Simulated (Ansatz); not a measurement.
Isolated molecules relaxed with PBE0-D4/def2-TZVP in Ansatz; ΔE leaves out vibrations. CBS: MP2 limit from def2 TZ/QZ plus the TZ coupled-cluster correction, frozen cores. DFT in def2-TZVPP. For Br outer-core shells are correlated without core-valence functions, which leaves a few kJ/mol of doubt a bond. Scalar relativity is left out up to krypton. Each species was taken in one conformer, which may not be the lowest.

Reaction (redistribution): `C[O][Al]([F])[Br]` + `F[CH2][AlH][SiH3]` → `[F][Al]([F])[Br]` + `CO[CH2][AlH][SiH3]`

(1) Is it downhill or uphill in electronic energy at CCSD(T)/CBS, and by how much? (An estimate is asked.)

(2) What do these levels give: PBE-D4, PBE0-D4, B2PLYP, PBE, r2SCAN, PBE0, HF/def2-TZVPP, MP2/def2-TZVPP, SCS-MP2/def2-TZVPP, CCSD/def2-TZVPP, CCSD(T)/def2-TZVPP, MP2/def2-QZVPP? (An estimate is asked.)

Largest T1 diagnostic among the species: 0.012.

## Answers

(1) Computed: Downhill: ΔE = -14.3 kcal/mol.

(2) The calculation gave: PBE-D4 -13.8, PBE0-D4 -13.5, B2PLYP -12.5, PBE -13.0, r2SCAN -13.4, PBE0 -12.8, HF/def2-TZVPP -9.5, MP2/def2-TZVPP -15.2, SCS-MP2/def2-TZVPP -13.8, CCSD/def2-TZVPP -13.4, CCSD(T)/def2-TZVPP -14.1, MP2/def2-QZVPP -15.4 kcal/mol.

In def2-TZVPP, CCSD(T) changes the Hartree–Fock value by −4.6 kcal/mol (the triples alone add −0.7 kcal/mol) and MP2 by −5.7 kcal/mol. The D4 term adds −1.2 kcal/mol with B3LYP and −0.7 kcal/mol with PBE0; it sums over pairs of atoms, weighted by their polarisabilities, and B3LYP, whose exchange is more repulsive, gets the larger term.

B3LYP here is the variant with VWN-RPA as its local correlation; programs differ in this.
